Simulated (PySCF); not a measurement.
SMILES [OH][Al]([OH])[c]1ccc([SiH3])cc1, GFN2-xTB optimised geometry.

```
19

Si    -0.48     0.69     0.00
C     -1.11    -0.19     1.54
C     -1.86     0.47     2.51
C     -2.31    -0.20     3.64
C     -2.02    -1.54     3.84
C     -1.27    -2.20     2.87
C     -0.82    -1.54     1.75
Al    -2.67    -2.50     5.46
O     -2.27    -4.09     5.59
O     -3.56    -1.62     6.53
H      0.98     0.69     0.00
H     -0.97    -0.01    -1.19
H     -0.98     2.07     0.00
H     -2.10     1.51     2.38
H     -2.90     0.34     4.38
H     -1.04    -3.25     3.01
H     -0.24    -2.07     1.01
H     -2.05    -5.00     5.67
H     -4.06    -1.12     7.15
```

Density from PBE0/def2-SVP (PySCF) at that geometry.

Minimum of the electron density along straight lines between bonded atoms, close to the bond critical point (lines longer than 1.1 times the sum of covalent radii, or with two minima, are not listed):

| bond | length / Å | ρ at the minimum / e bohr⁻³ | ∇²ρ there / e bohr⁻⁵ | position (fraction from the first atom) |
|---|---|---|---|---|
| Si1–C2 | 1.886 | 0.113 | 0.33 | 0.38 |
| C2–C3 | 1.392 | 0.306 | -0.76 | 0.50 |
| C3–C4 | 1.383 | 0.313 | -0.81 | 0.50 |
| C4–C5 | 1.391 | 0.307 | -0.77 | 0.51 |
| C5–C6 | 1.392 | 0.307 | -0.77 | 0.49 |
| C2–C7 | 1.393 | 0.306 | -0.76 | 0.50 |
| C6–C7 | 1.382 | 0.313 | -0.81 | 0.50 |
| C5–Al8 | 1.986 | 0.080 | 0.31 | 0.60 |
| Al8–O9 | 1.645 | 0.103 | 1.05 | 0.44 |
| Al8–O10 | 1.645 | 0.103 | 1.05 | 0.44 |
| Si1–H11 | 1.466 | 0.116 | 0.32 | 0.49 |
| Si1–H12 | 1.466 | 0.116 | 0.32 | 0.49 |
| Si1–H13 | 1.464 | 0.117 | 0.33 | 0.49 |
| C3–H14 | 1.082 | 0.283 | -1.07 | 0.63 |
| C4–H15 | 1.082 | 0.283 | -1.07 | 0.63 |
| C6–H16 | 1.082 | 0.283 | -1.07 | 0.63 |
| C7–H17 | 1.082 | 0.282 | -1.06 | 0.62 |
| O9–H18 | 0.945 | 0.363 | -2.58 | 0.82 |
| O10–H19 | 0.945 | 0.363 | -2.58 | 0.82 |
